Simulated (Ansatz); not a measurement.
Reaction: BH2SeCl (SMILES ClB[SeH]) → BHSeCl (SMILES ClB[Se], doublet) + H (doublet) (the H-Se bond breaks)
Each species at its own B3LYP-D3(BJ)/def2-TZVP minimum (Ansatz, a first-principles code).

Quantity: bond dissociation energy (electronic), in kJ/mol. Radicals and triplets start from unrestricted determinants; spin-orbit coupling is neglected. Cores are frozen in correlated methods (noble-gas shells, and filled d and f shells in the p block). No relativity. CBS(X,Y): correlation extrapolated as X^-3, Hartree-Fock from the larger set. A bracket is a step between two methods taken in the basis named. Double hybrids freeze cores in their MP2 part. Where a partner has so few electrons that a lower coupled-cluster level is exact, that level stands in.

CCSD(T)/CBS(def2-TZVPP,def2-QZVPP) + [CCSDT(Q) - CCSD(T)]/def2-SVP (Ansatz) gives 348.6 kJ/mol.

Problem. What does PBE/def2-TZVPD (Ansatz) give here, and how do the other levels compare?

Solution. PBE gives 336.6 kJ/mol, 12.0 kJ/mol below it. Differences of the others: r2SCAN/def2-TZVPD (Ansatz) -9.8; B3LYP/def2-TZVPD (Ansatz) -9.8; PBE0/def2-TZVPD (Ansatz) -13.4; wB97M-V/def2-TZVPD (Ansatz) -7.0; B2PLYP/def2-TZVPD (Ansatz) -12.3; CCSD(T)/CBS(def2-TZVPP,def2-QZVPP) (Ansatz) 0.1 kJ/mol.
